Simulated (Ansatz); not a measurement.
One change: `[ZnH][O][GeH3]` becomes `[SiH3][O][ZnH]`.

Ansatz, PBE0-D4/def2-TZVP geometries, multiplicity 1. 

Scalar relativity is left out up to krypton.

```
                                          property  `[ZnH][O][GeH3]`
              HOMO–LUMO gap (PBE0/def2-TZVPP) / eV              7.48
    size of the dipole moment (PBE/def2-TZVPP) / D              0.82
size of the dipole moment (ωB97M-V/def2-TZVPP) / D              0.89
               HOMO–LUMO gap (PBE/def2-TZVPP) / eV              5.20
             HOMO–LUMO gap (B3LYP/def2-TZVPP) / eV              6.97
                HOMO energy (PBE0/def2-TZVPP) / eV             -7.96
```

Problem. What does the change do to each property? (Estimate.)

Solution. Computed: 
```
                                          property  `[SiH3][O][ZnH]`  shift
              HOMO–LUMO gap (PBE0/def2-TZVPP) / eV              7.68   0.20
    size of the dipole moment (PBE/def2-TZVPP) / D              1.68   0.86
size of the dipole moment (ωB97M-V/def2-TZVPP) / D              1.75   0.86
               HOMO–LUMO gap (PBE/def2-TZVPP) / eV              5.43   0.23
             HOMO–LUMO gap (B3LYP/def2-TZVPP) / eV              7.18   0.21
                HOMO energy (PBE0/def2-TZVPP) / eV             -8.20  -0.24
```

With PBE0 the HOMO falls by 0.24 eV and the LUMO falls by 0.05 eV, so the gap widens by about 0.19 eV. PBE moves the HOMO by -0.28 eV and ωB97M-V by -0.23 eV. Dipoles are sizes alone; their direction can turn.

B3LYP here is the variant with VWN-RPA as its local correlation; programs differ in this.
